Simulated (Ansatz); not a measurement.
FHPb (SMILES [F][PbH]) moved off its minimum; all values from Ansatz (a first-principles code), cores frozen in correlated methods. Elements past Kr take the def2 small-core potentials, without spin–orbit coupling.
(charge 0, multiplicity 1)
```xyz
3

Pb     0.14951    -0.04575     0.06644
H     -1.20303    -1.02095    -0.99994
F      0.66268     1.17349    -1.20579
```

Forces at MP2/def2-TZVPPD (eV/Å):

| atom | Fx | Fy | Fz |
|---|---|---|---|
| Pb1 | -2.463 | -5.117 | 4.654 |
| H2 | 0.605 | 0.509 | 0.333 |
| F3 | 1.859 | 4.608 | -4.987 |

Q: Give the forces (eV/Å), the total energy and the dipole at CCSD(T)/def2-TZVPPD.

A: 
```
atom      Fx      Fy      Fz
----  ------  ------  ------
Pb1   -2.348  -5.013   4.704
H2     0.497   0.429   0.253
F3     1.851   4.584  -4.957
```
Energy -292.2442 hartree, dipole 2.47 D.
